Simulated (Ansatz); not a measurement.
Total energies of C$_{3}$H$_{9}$NSi, SMILES `CC(C)[Si]N`.

Cartesian coordinates in Å:
```
C 0.224 1.230 -0.211
C 0.542 -0.250 -0.341
C 1.394 -0.743 0.832
Si -0.916 -1.487 -0.568
N -2.251 -0.428 -0.476
H 1.137 1.830 -0.126
H -0.332 1.612 -1.072
H -0.368 1.433 0.689
H 1.136 -0.400 -1.257
H 0.867 -0.618 1.783
H 1.648 -1.803 0.738
H 2.332 -0.182 0.905
H -2.215 0.573 -0.344
H -3.197 -0.767 -0.552
```

Total charge 0; spin multiplicity 1. All single points use the PBE0-D4/def2-TZVP geometry. It is one conformer, not always the lowest. Basis def2-TZVPP, Ansatz 0.2.0.

RPA on PBE orbitals: Hartree–Fock energy of these orbitals -462.24276 Eh, correlation -1.43893 Eh (frozen core).

```json
{"functional": "LDA (SPW92)", "energy without D4 (Eh)": "-461.30974", "D4 term (kJ/mol)": "–"}
{"functional": "PBE", "energy without D4 (Eh)": "-463.66664", "D4 term (kJ/mol)": "-30.6"}
{"functional": "revPBE", "energy without D4 (Eh)": "-463.93700", "D4 term (kJ/mol)": "-97.1"}
{"functional": "BLYP", "energy without D4 (Eh)": "-463.96133", "D4 term (kJ/mol)": "-67.7"}
{"functional": "r2SCAN", "energy without D4 (Eh)": "-463.91803", "D4 term (kJ/mol)": "-7.7"}
{"functional": "B97M-V", "energy without D4 (Eh)": "-463.97580", "D4 term (kJ/mol)": "–"}
{"functional": "PBE0", "energy without D4 (Eh)": "-463.71903", "D4 term (kJ/mol)": "-25.8"}
{"functional": "B3LYP", "energy without D4 (Eh)": "-464.08436", "D4 term (kJ/mol)": "-49.1"}
{"functional": "r2SCANh", "energy without D4 (Eh)": "-463.90956", "D4 term (kJ/mol)": "-8.1"}
{"functional": "r2SCAN0", "energy without D4 (Eh)": "-463.89796", "D4 term (kJ/mol)": "-8.9"}
{"functional": "HSE06 (plane-wave form)", "energy without D4 (Eh)": "-463.70198", "D4 term (kJ/mol)": "-24.0"}
{"functional": "BHLYP", "energy without D4 (Eh)": "-463.94318", "D4 term (kJ/mol)": "-36.1"}
{"functional": "CAM-B3LYP", "energy without D4 (Eh)": "-463.96457", "D4 term (kJ/mol)": "-26.0"}
{"functional": "LC-ωPBE", "energy without D4 (Eh)": "-463.85127", "D4 term (kJ/mol)": "–"}
{"functional": "ωB97X-V", "energy without D4 (Eh)": "-463.95650", "D4 term (kJ/mol)": "–"}
{"functional": "ωB97M-V", "energy without D4 (Eh)": "-463.94474", "D4 term (kJ/mol)": "–"}
{"functional": "B2PLYP", "energy without D4 (Eh)": "-463.77452", "D4 term (kJ/mol)": "–"}
{"functional": "PBE-QIDH", "energy without D4 (Eh)": "-463.60963", "D4 term (kJ/mol)": "–"}
```

B3LYP takes the VWN-RPA correlation (the form of Gaussian; ORCA's B3LYP/G). HSE06 is the plane-wave form, built on full-range PBE exchange. The double hybrids freeze the cores in their second-order part.

LC-ωPBE has ω = 0.4 bohr⁻¹.
